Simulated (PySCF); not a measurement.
# State search for CsF

Unrestricted PBE0; Cs def2-TZVPP with ECP46, F def2-TZVPP; scalar-relativistic core potentials (PySCF 2.14). Outer shells of the fragments: Cs 6s1; F 2s2 2p5.

Followed along the bond (rough minima from three points):

| 2Ms+1 | unpaired | ⟨S²⟩ at the start | R at minimum (Å) | Te (eV) |
| --- | --- | --- | --- | --- |
| 1 | none | 0.00 | 2.36 | 0.00 |
| 3 | σ ↑, π ↑ | 2.00 | none in the scan | ≤ 5.06 |

Solutions found at the starting distance of 2.820 Å, counted from the lowest of them; the search is not exhaustive and high or unbound solutions are not listed, so other states can lie among these:

```json
{"2Ms+1": "1", "unpaired": "none", "term": "¹Σ⁺", "E (eV)": "0.00", "⟨S²⟩": "0.00", "⟨Lz²⟩": "0.00", "μ (D)": "-10.62"}
{"2Ms+1": "3", "unpaired": "σ ↑, π ↑", "term": "³Π", "E (eV)": "4.67", "⟨S²⟩": "2.00", "⟨Lz²⟩": "1.01", "μ (D)": "0.91"}
{"2Ms+1": "1", "unpaired": "σ ↓, π ↑", "term": "mixed", "E (eV)": "4.68", "⟨S²⟩": "1.00", "⟨Lz²⟩": "1.00", "μ (D)": "1.06"}
{"2Ms+1": "3", "unpaired": "σ ↑↑", "term": "³Σ⁺", "E (eV)": "4.68", "⟨S²⟩": "2.00", "⟨Lz²⟩": "0.00", "μ (D)": "1.10"}
{"2Ms+1": "3", "unpaired": "π ↑↑", "term": "mixed", "E (eV)": "5.84", "⟨S²⟩": "2.00", "⟨Lz²⟩": "2.00", "μ (D)": "-0.33"}
{"2Ms+1": "3", "unpaired": "π ↑↑", "term": "mixed", "E (eV)": "5.87", "⟨S²⟩": "2.00", "⟨Lz²⟩": "2.00", "μ (D)": "0.97"}
```

A term symbol is given only where ⟨S²⟩ and ⟨Lz²⟩ are close to those of a pure state; real π, δ and φ orbitals otherwise mix terms. A positive dipole means Cs(−)F(+).

The measured ground state is X ¹Σ+ (Huber and Herzberg, Constants of Diatomic Molecules (1979)).

Spin–orbit coupling is left out. Counting both spins, an empty level lies below a filled one in some of these solutions, because spin and occupation are held.
